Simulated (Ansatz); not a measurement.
Reaction (cleavage of the Zn–B bond): `[BH2][Zn][F]` + `OB(O)O` → `OB(O)[O][Zn][F]` + BH₃

Isolated molecules relaxed with PBE0-D4/def2-TZVP in Ansatz; ΔE leaves out vibrations. CBS: MP2 limit from def2 TZ/QZ plus the TZ coupled-cluster correction, frozen cores. This one scheme is used for every species. For Zn outer-core shells are correlated without core-valence functions, which leaves a few kJ/mol of doubt a bond. Scalar relativity is left out up to krypton. Each species was taken in one conformer, which may not be the lowest.

`[BH2][Zn][F]`:

Cartesian coordinates in Å:
```
B 0.200 0.036 0.893
Zn -0.244 -0.044 -1.090
F -0.628 -0.113 -2.807
H -0.474 -0.523 1.707
H 1.146 0.644 1.297
```

`OB(O)O`:

```xyz
7

O    -0.203   -1.318   -0.298
B     0.000    0.000    0.000
O     0.655    0.348    1.147
O    -0.452    0.970   -0.850
H     0.158   -1.901    0.373
H     0.735    1.299    1.245
H    -0.893    0.601   -1.618
```

`OB(O)[O][Zn][F]`:

Cartesian coordinates in Å:
```
O 1.142 -0.639 -1.553
B 0.375 -0.121 -0.547
O -0.108 -0.871 0.530
O 0.037 1.181 -0.550
Zn -0.962 1.618 0.862
F -1.938 2.207 2.176
H 1.342 -1.572 -1.483
H 0.111 -1.803 0.565
```

BH₃:

Z-matrix (Å, degrees):
```
B
H 1 1.193
H 1 1.193 2 120.0
H 1 1.193 2 120.0 3 180.0
```

```csv
species,CCSD(T)/CBS(def2) energy (Eh)
`[BH2][Zn][F]`,-1904.16040
`OB(O)O`,-252.29421
`OB(O)[O][Zn][F]`,-2129.91408
BH₃,-26.55200
```

(1) Work out ΔE.

Largest T1 diagnostic among the species: 0.016.

Results:

(1) ΔE = (-2129.91408) + (-26.55200) − (-1904.16040) − (-252.29421) = -0.01147 Eh = -7.2 kcal/mol.

In def2-TZVPP, CCSD(T) changes the Hartree–Fock value by +2.8 kcal/mol (the triples alone add +0.1 kcal/mol) and MP2 by +2.2 kcal/mol. From PBE to PBE0 (25 % exact exchange), in def2-TZVPP and without D4, ΔE moves by −1.8 kcal/mol.
